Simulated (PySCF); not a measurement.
SMILES C=C[CH2][GeH3], B3LYP/def2-SVP optimised geometry.

```
12

Ge    -0.35     0.79     0.00
C     -1.02    -0.17     1.61
C     -0.67    -1.62     1.61
C      0.24    -2.21     2.40
H     -0.86     2.24     0.00
H      1.20     0.79     0.00
H     -0.85     0.08    -1.28
H     -0.62     0.34     2.49
H     -2.12    -0.03     1.61
H     -1.20    -2.24     0.87
H      0.80    -1.64     3.15
H      0.46    -3.28     2.32
```

Density from B3LYP/def2-TZVP (PySCF) at that geometry.

Minimum of the electron density along straight lines between bonded atoms, close to the bond critical point (lines longer than 1.1 times the sum of covalent radii, or with two minima, are not listed):

| bond | length / Å | ρ at the minimum / e bohr⁻³ | ∇²ρ there / e bohr⁻⁵ | position (fraction from the first atom) |
|---|---|---|---|---|
| Ge1–C2 | 1.990 | … | 0.06 | 0.47 |
| C2–C3 | 1.497 | 0.260 | … | 0.50 |
| C3–C4 | 1.338 | 0.350 | -1.06 | 0.51 |
| Ge1–H5 | 1.546 | 0.131 | 0.06 | 0.59 |
| Ge1–H6 | 1.543 | 0.132 | 0.06 | 0.59 |
| Ge1–H7 | 1.545 | 0.131 | 0.06 | 0.59 |
| C2–H8 | 1.102 | 0.272 | -0.90 | 0.64 |
| C2–H9 | 1.103 | 0.270 | -0.89 | 0.64 |
| C3–H10 | 1.098 | 0.278 | -0.97 | 0.64 |
| C4–H11 | 1.095 | 0.277 | -0.96 | 0.64 |
| C4–H12 | 1.093 | 0.279 | -0.97 | 0.64 |

Q: Fill in the missing entries.

A: 
- Ge1–C2, ρ at the minimum / e bohr⁻³: 0.120
- C2–C3, ∇²ρ there / e bohr⁻⁵: -0.68
